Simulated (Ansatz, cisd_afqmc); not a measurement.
Species: SiAsH5, charge 0, singlet. SiAsH5 (silylarsane, SMILES [AsH2][SiH3]).
B3LYP-D3(BJ)/def2-TZVP minimum from Ansatz (a quantum-chemistry and plane-wave program):
```xyz
7

Si    -1.5373     0.1376     0.3254
As     0.7729    -0.0588    -0.2222
H     -2.2860    -0.8593    -0.4750
H     -1.9869     1.4962    -0.0582
H     -1.8237    -0.0802     1.7618
H      0.9199    -1.3459     0.5839
H      1.1929     0.8037     0.9642
```

Atomisation energy term by term, kcal/mol (programs: Ansatz, cisd_afqmc). UHF or UKS for unpaired electrons; spin-orbit terms are left out. Correlated methods leave the cores frozen (noble-gas shells, and filled d and f shells in the p block). No relativity. The Monte Carlo rows (phaseless AFQMC, CISD trial, step 0.005/hartree) carry one-sigma bars that omit the constraint's bias. Outlying blocks are dropped, and bars are widened where a walk drifts. Over all cases where full CI ran beside it in this data, AFQMC minus full CI had a median of +0.1 mEh and passed +0.4 mEh in a tenth of the cases. CBS(X,Y): correlation extrapolated as X^-3, Hartree-Fock from the larger set. A bracket is a step between two methods taken in the basis named. For partners of very few electrons the exact lower level stands in for a higher one.

```json
[
 {"term": "Hartree-Fock", "basis": "def2-QZVPP", "kcal/mol": "318.10"},
 {"term": "CCSD correlation", "basis": "CBS(def2-TZVPP,def2-QZVPP)", "kcal/mol": "113.98"},
 {"term": "(T)", "basis": "CBS(def2-TZVPP,def2-QZVPP)", "kcal/mol": "4.34"},
 {"term": "CCSDT(Q) - CCSD(T)", "basis": "def2-TZVPP", "kcal/mol": "0.24"},
 {"term": "sum: De", "basis": "", "kcal/mol": "436.7"}
]
```

The step beyond CCSD(T) by other levels: AFQMC/CISD in def2-SVP 0.30 ± 0.22; CCSDT(Q) in def2-SVP 0.45 kcal/mol.
